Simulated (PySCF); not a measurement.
[CrF4]2- (charge -2 and quintet state).
Geometry (PBE0-D3(BJ)/def2-SVP, Å), atoms numbered from 1 in this order:
```
atom  x, y, z in Å
Cr1    0.0007   -0.0007   -0.0005
F2    -0.4785   -1.1540    1.4842
F3     1.8785   -0.2395    0.4250
F4     0.4771    1.1226   -1.5089
F5    -1.8778    0.2715   -0.3998
```

Computed with PySCF 2.14.0, PBE0-D3(BJ)/def2-SVP geometry optimisation, gas phase.

(1) Which atoms are bound to Cr1, and at what distances?

(2) List the angles at Cr1.

(3) What is the shape at Cr1?

## Answers

(1) 4 atoms: F5 1.940 Å, F4 1.940 Å, F2 1.940 Å, F3 1.940 Å.

(2) 
```json
{"angle": "F2–Cr1–F4", "degrees": "178.9", "distance of the outer atoms (Å)": "3.88"}
{"angle": "F3–Cr1–F5", "degrees": "178.7", "distance of the outer atoms (Å)": "3.88"}
{"angle": "F3–Cr1–F4", "degrees": "90.2", "distance of the outer atoms (Å)": "2.75"}
{"angle": "F2–Cr1–F5", "degrees": "90.1", "distance of the outer atoms (Å)": "2.75"}
{"angle": "F2–Cr1–F3", "degrees": "89.9", "distance of the outer atoms (Å)": "2.74"}
{"angle": "F4–Cr1–F5", "degrees": "89.8", "distance of the outer atoms (Å)": "2.74"}
```

(3) Square planar: angles from 89.8° to 178.9°; τ4 = (360° − α − β)/141° = 0.02 with α and β the two widest (0 for a square, 1 for a tetrahedron).

Charge -2, quintet. ⟨S²⟩ = 6.011 (exact for a quintet: 6.00). Whether so highly charged an anion holds all its electrons in the gas phase wasn't checked; a finite basis holds them in any case. The ion is multiply charged and computed without counter-ions or solvent. Stationary, but not proved a minimum.

On an Arm Neoverse V2 with one thread, no GPU (shared host), this took 39 s wall. These figures are those of the optimisation.

Caution for open-shell metal species: one SCF solution and one stationary point were followed, and a lower state or a bent or distorted shape isn't ruled out.
